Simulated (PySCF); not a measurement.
Compound: BiH2Et, C2H7Bi.
Cartesian coordinates in Å at the PBE0-D3(BJ)/def2-SVP level; atoms count from 1:
```
atom  x, y, z in Å
Bi1    1.3510    1.2733    0.7252
H2     2.2767    1.7560   -0.7404
H3     0.0699    2.4710    0.3190
C4     0.2498   -0.3993   -0.3916
C5    -0.9853   -0.8726    0.3515
H6     0.9876   -1.2075   -0.5142
H7     0.0074   -0.0116   -1.3908
H8    -1.4775   -1.7050   -0.1804
H9    -0.7478   -1.2352    1.3650
H10   -1.7317   -0.0692    0.4567
```

The calculation used PBE0-D3(BJ)/def2-SVP geometry optimisation, gas phase, def2 core potentials past Kr (PySCF 2.14.0).

Task: Which atoms are bound to Bi1, and at what distances?

Result: 3 atoms: H2 1.799 Å, H3 1.800 Å, C4 2.293 Å. The nearest atom not counted as bound is H6, at 2.80 Å.

Task: List the angles at Bi1.

Result: 
```tsv
angle	degrees	distance of the outer atoms (Å)
H2–Bi1–C4	92.6	2.98
H3–Bi1–C4	91.9	2.96
H2–Bi1–H3	90.2	2.55
```

Task: What is the shape at Bi1?

Result: Pyramidal: angles 92.6°, 91.9° and 90.2°, sum 274.8°, 1.08 Å off the plane of its three neighbours.

Task: What are the other bond lengths?

Result: C4–C5 1.517 Å; C4–H6, C4–H7 1.100 Å; C5–H8, C5–H9, C5–H10 1.103 Å.

Task: Give some angles away from the centre.

Result: Bi1–C4–C5 112.3°.

Task: What are the rotational constants (commonest isotopes, rigid rotor)?

Result: A = 21345, B = 2462, C = 2338 MHz: a near-prolate asymmetric top.

Charge 0, singlet. PBE0-D3(BJ)/def2-SVP frequencies: not computed here.

Hardware: one thread, Arm Neoverse V1 (shared host). Cost: 40 s of wall time. That covers the optimisation of the geometry.

One conformer stands for the species.
